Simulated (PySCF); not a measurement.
**Input and output**

[Ce(SH)3]+ (singlet). PySCF 2.14.0, RKS PBE0, Ce lcecp-2-SVP with ECP46, S def2-SVP, H def2-SVP; non-relativistic Hamiltonian with scalar-relativistic core potentials where named; density fitting; no spin-orbit coupling. Purpose: finer grid at the relaxed geometry.

```python
mol = gto.M(atom='''
Ce    -0.00000    -0.00000    -0.02460
S      2.29925     0.39142     0.91276
H      2.53752    -0.80931     1.50032
S     -1.48860     1.79550     0.91276
H     -0.56788     2.60221     1.50032
S     -0.81065    -2.18692     0.91276
H     -1.96965    -1.79290     1.50032''',
    basis={'Ce': 'lcecp-2-SVP', 'S': 'def2-SVP', 'H': 'def2-SVP'},
    ecp={'Ce': 'lcecp-2-SVP'},
    charge=1, spin=0)
mf = dft.RKS(mol, xc='PBE0')
mf.grids.atom_grid = (75, 302)  # f atoms: unpruned, at least (60, 302)
mf = mf.density_fit()  # fitting sets: Ce AutoAux, S def2-universal-JKFIT, H def2-universal-JKFIT
mf.conv_tol = 1e-09; mf.max_cycle = 55
mf.kernel(dm0)  # dm0: converged density of the relaxed state
mf.nuc_grad_method().kernel()
```

Run from Python with OMP_NUM_THREADS=2; the lines above give its settings. Where DIIS fails, smearing, a level shift and second-order steps follow.
It took 40 s on 2 threads of Arm Neoverse V1 (shared host), with gradient, populations and further properties, from an already converged density.

The large-core potential holds the 4f shell empty.

Q: What are the Mulliken charges and spins?

A: 
| atom | charge (e) | spin (e) |
| --- | --- | --- |
| Ce1 | 1.154 | 0.000 |
| S2 | -0.248 | 0.000 |
| H3 | 0.196 | 0.000 |
| S4 | -0.248 | 0.000 |
| H5 | 0.196 | 0.000 |
| S6 | -0.248 | 0.000 |
| H7 | 0.196 | 0.000 |

Q: What forces act on the atoms (eV/Å)?

A: 
```
Ce   0.00  0.00 -0.01
S    0.01  0.00  0.01
H    0.00  0.00  0.00
S   -0.01  0.00  0.00
H    0.00  0.00  0.00
S    0.00 -0.01  0.00
H    0.00  0.00  0.00
```
Forces carry noise of the integration grid, about 0.01 to 0.03 eV/Å.
